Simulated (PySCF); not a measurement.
PySCF 2.14 output of an unrestricted LDA calculation on a single atom or ion in jorge-DZP-DKH (4s2p1d, 15 functions), with scalar relativity by spin-free X2C-1e:

```
SCF conv_tol = 1e-09
number electrons alpha = 2  beta = 1
    P. A. M. Dirac.,  Math. Proc. Cambridge Philos. Soc. 26, 376 (1930)
    F. Bloch.,  Z. Phys. 57, 545 (1929)
    S. H. Vosko, L. Wilk, and M. Nusair.,  Can. J. Phys. 58, 1200 (1980)
cycle= 1 E= -23.1394935381805  delta_E= -0.00237  |g|= 0.019  |ddm|= 0.0272
cycle= 2 E= -23.139514656948  delta_E= -2.11e-05  |g|= 0.00224  |ddm|= 0.00444
cycle= 3 E= -23.1395149572123  delta_E= -3e-07  |g|= 2.75e-06  |ddm|= 0.000472
cycle= 4 E= -23.1395149572128  delta_E= -4.83e-13  |g|= 8.3e-08  |ddm|= 7.93e-07
converged SCF energy = -23.1395149572128  <S^2> = 0.75000119  2S+1 = 2.0000012
```

The run itself started from symmetry-adapted Hartree-Fock orbitals and held the occupation by maximum overlap, on a logarithmic radial grid, so the iterations belong to that start.

Problem. Which element, charge and spin multiplicity is this?

Solution. B²⁺ (boron, charge +2), multiplicity 2; the state was [He] 2s1, 2S determinant.
